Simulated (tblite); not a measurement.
Compound: C6H11ClOSi.
Atom-mapped SMILES: `[CH3:1][O:2][CH2:3][C@@H:4]1[CH:5]=[C:6]1[SiH2:7][CH2:8][Cl:9]` (hydrogens: H10, H11, H12 on C1; H13, H14 on C3; H15 on C4; H16 on C5; H17, H18 on Si7; H19, H20 on C8)

The geometry is computed with GFN2-xTB (gas phase).

Q: What internal coordinates does the optimisation give?

A: 
```json
{"bond": "C1–O2", "length (Å)": "1.402"}
{"bond": "O2–C3", "length (Å)": "1.414"}
{"bond": "C3–C4", "length (Å)": "1.512"}
{"bond": "C4–C5", "length (Å)": "1.487"}
{"bond": "C5=C6", "length (Å)": "1.306"}
{"bond": "C6–Si7", "length (Å)": "1.856"}
{"bond": "Si7–C8", "length (Å)": "1.911"}
{"bond": "C8–Cl9", "length (Å)": "1.787"}
{"bond": "C4–C6", "length (Å)": "1.522"}
{"bond": "C1–H10", "length (Å)": "1.088"}
{"bond": "C1–H11, C1–H12", "length (Å)": "1.098"}
{"bond": "C3–H13", "length (Å)": "1.103"}
{"bond": "C3–H14", "length (Å)": "1.103"}
{"bond": "C4–H15", "length (Å)": "1.086"}
{"bond": "C5–H16", "length (Å)": "1.062"}
{"bond": "Si7–H17", "length (Å)": "1.464"}
{"bond": "Si7–H18", "length (Å)": "1.465"}
{"bond": "C8–H19", "length (Å)": "1.088"}
{"bond": "C8–H20", "length (Å)": "1.088"}
```

Bonds in one row agree within 0.01 Å and their mean is given. A selection of angles:
```json
{"angle": "C1–O2–C3", "degrees": "113.1"}
{"angle": "O2–C3–C4", "degrees": "108.8"}
{"angle": "C3–C4–C5", "degrees": "120.7"}
{"angle": "C3–C4–C6", "degrees": "119.0"}
{"angle": "C5–C4–C6", "degrees": "51.4"}
{"angle": "C4–C5–C6", "degrees": "65.6"}
{"angle": "C5–C6–Si7", "degrees": "155.3"}
{"angle": "C4–C6–C5", "degrees": "62.9"}
{"angle": "C4–C6–Si7", "degrees": "141.7"}
{"angle": "C6–Si7–C8", "degrees": "105.8"}
{"angle": "Si7–C8–Cl9", "degrees": "109.6"}
```

Torsions: C1–O2–C3–C4 180° (antiperiplanar); O2–C3–C4–C5 131° (anticlinal); C3–C4–C5–C6 -104° (anticlinal); C4–C5–C6–Si7 178° (antiperiplanar); C5–C6–Si7–C8 -132° (anticlinal); C6–Si7–C8–Cl9 -173° (antiperiplanar); C3–C4–C6–C5 108° (anticlinal).

The C–C distances run from 1.306 Å (C5=C6, drawn double) to 1.522 Å (C4–C6, drawn single), a spread of 0.216 Å. The 3-membered ring C4–C5–C6 has internal angles of 51.4° to 65.6°. O2 (ether oxygen) is bent (angle 113.1°). Si7 (SiH2 silicon) is distorted tetrahedral (angles from 105.8° to 112.2°). The 2 C–Si bonds span 1.856 Å (C6–Si7, drawn single) to 1.911 Å (Si7–C8, drawn single), a spread of 0.055 Å. Of the pairs four or more bonds apart, O2···H19 is among the closest relative to their van der Waals radii: 2.50 Å, 92 % of the sum of Bondi's values.

Point group: C1 (no symmetry element, even within 0.4 Å). Its GFN2-xTB frequencies are all real (lowest 25 cm⁻¹). One conformer, not necessarily the lowest.

The run took 2.5 s of wall time on one thread of an Arm Neoverse N1, shared host with 64 logical CPUs at a one-minute load of 58. That covers the optimisation of the geometry.
